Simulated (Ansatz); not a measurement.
Harmonic frequencies (cm⁻¹) at PBE0-D4/def2-TZVP from Ansatz: 201, 207, 280, 281, 337, 488, 964, 1058, 1097, 1142, 1214, 1229, 1422, 1441, 1456, 1468, 1486, 1498, 2928, 2930, 2959, 2966, 3096, 3097.

Problem. Which molecule is it?
A. `CC#[N+][Ag-][SH]`
B. `CC#[N+][Ag-][CH3]`
C. `C[O][Ag-][OH2+]`
D. `C[N](C)[Ag]`

Solution. D.
